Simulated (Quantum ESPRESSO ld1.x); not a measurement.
Input (ld1.x (Quantum ESPRESSO 7.5)):

```
 &input
    zed=70.0,
    iswitch=1,
    rel=1,
    dft='PBESOL',
    config='[Xe] 4f14 6s2',
    verbosity='high',
    prefix='ld1',
    max_out_wfc=37,
    file_charge='ld1.rho',
 /
```

Command: `OMP_NUM_THREADS=1 ld1.x < ld1.in > ld1.out`

It prints (banner and zero overlaps left out):

```
     Program LD1 v.7.5 starts

     --------------------------- All-electron run ----------------------------

     scalar relativistic calculation

     atomic number is 70.00
     dft =PBESOL   lsd =0 sic =0 latt =0  beta=0.20 tr2=1.0E-14
     Exchange-correlation= PBESOL
                           (   1   4  10   8   0   0   0)
     mesh =2107 r(mesh) =  99.43506 a.u. xmin = -8.00 dx = 0.00800
     1 Ry =  13.60569312 eV, c = 137.03599908

     n l     nl                  e(Ry)          e(Ha)          e(eV)
     1 0     1S 1( 2.00)   -4499.742399144   -2249.871199572 -61222.1142153
     2 0     2S 1( 2.00)    -762.387965864    -381.193982932 -10372.8167042
     2 1     2P 1( 6.00)    -671.955022949    -335.977511475  -9142.4138347
     3 0     3S 1( 2.00)    -171.824007984     -85.912003992  -2337.7847238
     3 1     3P 1( 6.00)    -144.569500374     -72.284750187  -1966.9682570
     4 0     4S 1( 2.00)     -33.781860193     -16.890930097   -459.6256229
     4 1     4P 1( 6.00)     -24.836060253     -12.418030127   -337.9118142
     3 2     3D 1(10.00)    -111.388342004     -55.694171002  -1515.5155988
     5 0     5S 1( 2.00)      -4.040381360      -2.020190680    -54.9721889
     5 1     5P 1( 6.00)      -2.018240452      -1.009120226    -27.4595602
     4 2     4D 1(10.00)     -13.068221869      -6.534110935   -177.8022164
     4 3     4F 1(14.00)      -0.224867301      -0.112433651     -3.0594755
     6 0     6S 1( 2.00)      -0.289315108      -0.144657554     -3.9363326

     final scf error:  6.3E-15 reached in  41 iterations

     Etot =  -28110.874668 Ry,  -14055.437334 Ha, -382467.934147 eV

     Ekin =   30636.258990 Ry,   15318.129495 Ha,  416827.538261 eV
     Encl =  -69211.808316 Ry,  -34605.904158 Ha, -941674.624440 eV
     Eh   =   11041.473598 Ry,    5520.736799 Ha,  150226.901407 eV
     Exc  =    -576.798940 Ry,    -288.399470 Ha,   -7847.749373 eV
```

Run on one thread of a shared host, so times are rough (Intel(R) Xeon(R) Processor @ 2.60GHz): 0.89 s of CPU time, 0.93 s wall, 41 iterations on 2107 mesh points.
